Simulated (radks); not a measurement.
Results of a calculation; reference values are marked as such.
Coulomb parameter of the 3d shell of the iron ion Fe3+ in the model configuration [Ar] 3d3 4p2, as a second difference U = [E(n + 0.5) + E(n - 0.5) - 2 E(n)] / (0.5)^2 with all orbitals relaxed. "Bare": the charge of the atom changes with n. "Screened": the 4p shell takes up the change at fixed total charge, which measures U(3d,3d) + U(4p,4p) - 2 U(3d,4p). Level of theory: scalar-relativistic Kohn-Sham, PBE, spin-unpolarised, spherical densities, point nucleus (a radial shooting solver on a logarithmic mesh with Libxc functionals).

| case | configuration | E - E(n) (eV) |
|---|---|---|
| start | [Ar] 3d3 4p2 | 0.000 |
| bare +0.5 | [Ar] 3d3.5 4p2 | -27.895 |
| bare -0.5 | [Ar] 3d2.5 4p2 | 33.117 |
| screened +0.5 | [Ar] 3d3.5 4p1.5 | -14.779 |
| screened -0.5 | [Ar] 3d2.5 4p2.5 | 16.480 |

U(bare) = 20.889 eV, U(screened by 4p) = 6.804 eV, against the Slater integral F0(3d,3d) = 28.119 eV with frozen orbitals.
